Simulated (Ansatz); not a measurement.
Stepwise reaction of `[F][Sn]([F])([F])[I]` with hydrogen, as a gas-phase model of exchange steps in deposition or etching. ΔE in kJ/mol; ΔG adds harmonic PBE0-D4 terms to CCSD(T)/CBS, at 1 bar.

Computed with Ansatz on PBE0-D4/def2-TZVP structures; ΔE is electronic, products minus reactants. CCSD(T)/CBS adds triple-zeta CCSD(T) − MP2 to the extrapolated MP2 energy (def2 sets, frozen cores). This one scheme is used for every species. Functionals use def2-TZVPP. B3LYP here is the variant with VWN-RPA as its local correlation; programs differ in this. Elements past krypton have def2 core potentials. For I, Sn outer-core shells are correlated without core-valence functions, which leaves a few kJ/mol of doubt a bond.

```json
{"step": "1", "reaction": "`[F][Sn]([F])([F])[I]` + H₂ → `[F][SnH]([F])[I]` + H–F", "PBE-D4": "21.6", "B3LYP-D4": "22.0", "ωB97M-V": "19.0", "CCSD(T)/CBS": "19.5", "ΔG(600 K)": "11.5"}
{"step": "3", "reaction": "`[F][SnH2][I]` + H₂ → `[SnH3][I]` + H–F", "PBE-D4": "38.6", "B3LYP-D4": "40.4", "ωB97M-V": "34.9", "CCSD(T)/CBS": "34.7", "ΔG(600 K)": "38.0"}
```

Question: Give the row of step 2, `[F][SnH]([F])[I]` + H₂ → `[F][SnH2][I]` + H–F. (Estimate.)

Answer: Ansatz gave: 
```csv
step,reaction,PBE-D4,B3LYP-D4,ωB97M-V,CCSD(T)/CBS,ΔG(600 K)
2,`[F][SnH]([F])[I]` + H₂ → `[F][SnH2][I]` + H–F,38.1,39.0,34.7,34.7,32.6
```

Question: By hand: ΔE of the 3 steps together at CCSD(T)/CBS.

Answer: (19.5) + (34.7) + (34.7) = 88.9 kJ/mol, or 29.6 kJ/mol a step.

In ΔE step 1 is the lowest and step 2 the highest. All are uphill at CCSD(T)/CBS. ΔG lies between 11.5 and 38.0 kJ/mol a step. PBE-D4 differs from CCSD(T)/CBS by 2.1 to 3.9 kJ/mol a step. Isolated molecules leave out the surface, adducts and barriers. Largest T1 diagnostic: 0.013.
